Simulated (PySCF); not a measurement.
BH2, SMILES [BH2], multiplicity 2. Atoms are numbered in the order given.

```xyz
3

B      0.0000     0.0000     0.1453
H      0.0000    -1.0783    -0.3633
H      0.0000     1.0783    -0.3633
```
Charge 0, spin multiplicity 2.

Geometry: ωB97X-D3(BJ)/def2-TZVPD. The isomer is the one that the SMILES or the coordinates give; other isomers of the formula were not compared.

The numbers are results of PySCF with ωB97X-D3(BJ)/def2-TZVPD, not measurements.

No scaling factor is applied to the harmonic values.

| mode | ν (cm⁻¹) | IR (km/mol) | moving atoms (share of kinetic energy) |
|---|---|---|---|
| 1 | 997 | 9.8 | H 87 %, B 13 % |
| 2 | 2591 | 13.8 | H 97 % |
| 3 | 2758 | 98.8 | H 87 %, B 13 % |
